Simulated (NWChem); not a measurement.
C₄H₆O; SMILES C=CCC=O

```xyz
11

C     -0.3106     2.2674     0.1106
C      0.1100     1.1446    -0.4740
C      0.6636    -0.0530     0.2584
C     -0.3223    -1.2147     0.2262
O     -0.0912    -2.3005    -0.2537
H     -0.2533     2.4097     1.1880
H     -0.7189     3.0920    -0.4672
H      0.0360     1.0430    -1.5567
H      0.8395     0.2071     1.3120
H      1.6057    -0.3997    -0.1809
H     -1.3122    -0.9847     0.6809
```
Atoms are numbered in this order, from 1.

Program: NWChem. Pople sets run with spherical d functions. Geometry: optimised at B3LYP/6-31G* (spherical d). B3LYP is NWChem's, with the RPA form of VWN correlation. Level: B3LYP/6-31G* with SMD (1 M gas to 1 M solution), gas-phase geometry.

What does the run give for solvent toluene? Quantities: solvation free energy (kcal/mol); cavity-dispersion-structure term (kcal/mol); dipole in solution (D).

The solvation free energy (kcal/mol) comes out as -4.4 and the cavity-dispersion-structure term (kcal/mol) is -1.9. The dipole in solution (D) is 2.77.
